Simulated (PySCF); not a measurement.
SMILES C[NH][AlH2] (CH₆AlN), PBE0/def2-SVP optimised geometry.

```
9

Al     0.61    -0.59     0.00
H      2.20    -0.59     0.00
H     -0.30    -1.89     0.00
N     -0.20     1.00     0.00
C     -1.61     1.31     0.00
H      0.38     1.84     0.00
H     -1.92     1.89    -0.89
H     -1.92     1.89     0.89
H     -2.20     0.38     0.00
```

Density from PySCF 2.14.0 with PBE0/def2-TZVP at that geometry.

Minimum of the electron density along straight lines between bonded atoms, close to the bond critical point (lines longer than 1.1 times the sum of covalent radii, or with two minima, are not listed):

```json
[
 {"bond": "Al1–H2", "length / Å": "1.588", "ρ at the minimum / e bohr⁻³": "0.082", "∇²ρ there / e bohr⁻⁵": "0.21", "position (fraction from the first atom)": "0.50"},
 {"bond": "Al1–H3", "length / Å": "1.588", "ρ at the minimum / e bohr⁻³": "0.082", "∇²ρ there / e bohr⁻⁵": "0.21", "position (fraction from the first atom)": "0.50"},
 {"bond": "Al1–N4", "length / Å": "1.778", "ρ at the minimum / e bohr⁻³": "(withheld)", "∇²ρ there / e bohr⁻⁵": "0.59", "position (fraction from the first atom)": "0.42"},
 {"bond": "N4–C5", "length / Å": "1.444", "ρ at the minimum / e bohr⁻³": "0.272", "∇²ρ there / e bohr⁻⁵": "-0.73", "position (fraction from the first atom)": "0.60"},
 {"bond": "N4–H6", "length / Å": "1.016", "ρ at the minimum / e bohr⁻³": "(withheld)", "∇²ρ there / e bohr⁻⁵": "(withheld)", "position (fraction from the first atom)": "0.73"},
 {"bond": "C5–H7", "length / Å": "1.106", "ρ at the minimum / e bohr⁻³": "0.273", "∇²ρ there / e bohr⁻⁵": "-0.92", "position (fraction from the first atom)": "0.64"},
 {"bond": "C5–H8", "length / Å": "1.106", "ρ at the minimum / e bohr⁻³": "0.273", "∇²ρ there / e bohr⁻⁵": "-0.92", "position (fraction from the first atom)": "0.64"},
 {"bond": "C5–H9", "length / Å": "1.101", "ρ at the minimum / e bohr⁻³": "0.275", "∇²ρ there / e bohr⁻⁵": "-0.94", "position (fraction from the first atom)": "0.64"}
]
```

**Question.** Complete the blanks.

**Answer.** 
- Al1–N4, ρ at the minimum / e bohr⁻³: 0.101
- N4–H6, ρ at the minimum / e bohr⁻³: 0.333
- N4–H6, ∇²ρ there / e bohr⁻⁵: -1.57
